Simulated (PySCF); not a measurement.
A structure optimised at TPSSh-D3(BJ)/def2-TZVPD, used in a PySCF frequency run:

```xyz
3

N      0.0000     0.0000    -0.4616
O      0.0000     1.0714     0.2019
O      0.0000    -1.0714     0.2019
```
Charge -1, spin multiplicity 1.

Question: Write its SMILES, formula and point group.

Answer: O=N[O-], NO₂, C2v

Question: What are its rotational constants (standard atomic weights)?

Answer: 117.84, 13.759, 12.321 GHz
